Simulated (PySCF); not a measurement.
One of the candidates below gave these computed data.

* 1H NMR: chemical shifts (computed TMS as zero) by class: 7.92 (1 H), 7.75 (1 H), 7.49 (1 H), 7.46 (1 H), 7.41 (1 H), 7.24 (1 H), 6.83 (1 H) ppm [GIAO B97-2/pcSseg-2]
* Rotational structure: rotational constants A, B, C: 3.924, 1.653, 1.163 GHz [PBE0-D3(BJ)/def2-TZVP]
* 13C NMR: chemical shifts (computed TMS as zero) by class: 141.8 (1 C), 135.4 (1 C), 128.3 (1 C), 127.9 (1 C), 127.3 (1 C), 126.1 (1 C), 115.1 (1 C), 108.7 (1 C) ppm [GIAO B97-2/pcSseg-2]
* Dipole: 2.19 D [B97-2/pcSseg-2]
* NMR, other nuclei: isotropic shieldings of nuclei other than C and H, by class: 117 (1 N) ppm [GIAO B97-2/pcSseg-2]

The electronic properties come from PySCF, for the isolated species, density fitting. Levels stand in brackets. Geometry: PBE0-D3(BJ)/def2-TZVP; no solvent, vibrations or thermal averaging. NMR classes are plain means over equivalent atoms (diastereotopic ones count apart unless rotation or inversion swaps them), as if these changed places fast.

**Question.** Which candidate is it?
A. `Cc1ccc(C#N)cc1` (para-tolunitrile)
B. `Cc1cccc(C#N)c1` (meta-tolunitrile)
C. `c1ccc2[nH]ccc2c1` (indole)
D. `Cc1ccccc1C#N` (ortho-tolunitrile)

**Answer.** C. It is `c1ccc2[nH]ccc2c1`. Numbering: `[cH:1]1[cH:2][cH:3][c:4]2[nH:5][cH:6][cH:7][c:8]2[cH:9]1`. Its formula, C8H7N, gives 6 degrees of unsaturation: 2 rings and 4 π bonds in the structure found (Kekulé form). 8 carbons fall into 8 classes; from least to most shielded: ring-fusion aromatic carbon [C4] (141.8 ppm), ring-fusion aromatic carbon [C8] (135.4 ppm), aromatic CH carbon [C2] (128.3 ppm), aromatic CH next to a ring nitrogen [C6] (127.9 ppm), aromatic CH carbon [C9] (127.3 ppm), aromatic CH carbon [C1] (126.1 ppm), aromatic CH carbon [C3] (115.1 ppm), aromatic CH carbon [C7] (108.7 ppm). Hydrogen classes from least to most shielded: 1 H on an aromatic CH carbon, C9 (7.92 ppm), 1 H on a pyrrole-type nitrogen, N5 (7.75 ppm), 1 H on an aromatic CH carbon, C3 (7.49 ppm), 1 H on an aromatic CH carbon, C2 (7.46 ppm), 1 H on an aromatic CH carbon, C1 (7.41 ppm), 1 H on an aromatic CH next to a ring nitrogen, C6 (7.24 ppm), 1 H on an aromatic CH carbon, C7 (6.83 ppm). The other shieldings belong to: 117 ppm, pyrrole-type nitrogen [N5]. The optimised geometry has point group Cs and is an asymmetric top.

The others, at the same levels:
- `Cc1ccccc1C#N` fails: its computed 13C shifts are 152.6 (1 C), 140.7 (1 C), 138.7 (1 C), 136.4 (1 C), 132.1 (1 C), 124.6 (1 C), 120.1 (1 C), 24.3 (1 C) ppm, 1H shifts are 7.89 (1 H), 7.67 (1 H), 7.54 (1 H), 7.49 (1 H), 2.64 (3 H) ppm and rotational constant A is 2.922 GHz (against 3.924 GHz).
- `Cc1ccc(C#N)cc1` fails: it has 6 carbon classes against 8; its computed 13C shifts are 151.0 (1 C), 140.4 (2 C), 136.0 (2 C), 125.5 (1 C), 117.0 (1 C), 24.6 (1 C) ppm, 1H shifts are 7.82 (2 H), 7.51 (2 H), 2.50 (3 H) ppm and rotational constant A is 5.566 GHz (against 3.924 GHz).
- `Cc1cccc(C#N)c1` fails: its computed 13C shifts are 147.2 (1 C), 140.8 (1 C), 139.5 (1 C), 137.3 (1 C), 135.1 (1 C), 125.5 (1 C), 120.3 (1 C), 24.0 (1 C) ppm, 1H shifts are 7.73 (1 H), 7.72 (1 H), 7.65 (1 H), 7.59 (1 H), 2.47 (3 H) ppm and rotational constant A is 3.336 GHz (against 3.924 GHz).
